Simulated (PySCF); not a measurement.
Ionisation energy of Ge²⁵⁺ by level of theory

Ge²⁵⁺ [He] 2s2 2p3 (4S) → Ge²⁶⁺ [He] 2s2 2p2 (3P), as a difference of total energies. Computed with PySCF 2.14 in an even-tempered Gaussian basis (19 s from 7 bohr⁻², ratio 2.2; 12 p from 9.1 bohr⁻², ratio 2.2; 6 d from 38 bohr⁻², ratio 2.4; 5 f from 56 bohr⁻², ratio 2.4; 4 g from 85 bohr⁻², ratio 2.4), with scalar relativity by spin-free X2C-1e. Correlated levels: nothing frozen; virtual orbitals above 40 to 60 times the deepest correlated orbital energy dropped. The calculations carry no spin-orbit coupling.

| method | ionisation energy (eV) |
| --- | --- |
| UHF | 2599.9 |
| MP2 (all electrons) | 2599.9 |
| SCS-MP2 (all electrons) | 2599.4 |
| CCSD (all electrons) | 2599.1 |
| CCSD(T) (all electrons) | 2599.1 |

Spin-orbit coupling is strong in these open shells (close to jj coupling). The scalar numbers leave it out and a first-order estimate fails, so it can dominate the gap to the real levels.

For this ion Breit and QED terms and the two-electron picture change, all absent here, outweigh the differences among the correlated methods.

For comparison: 2575 ± 19 eV (semi-empirical (NIST evaluation); NIST Atomic Spectra Database, ionization energies).
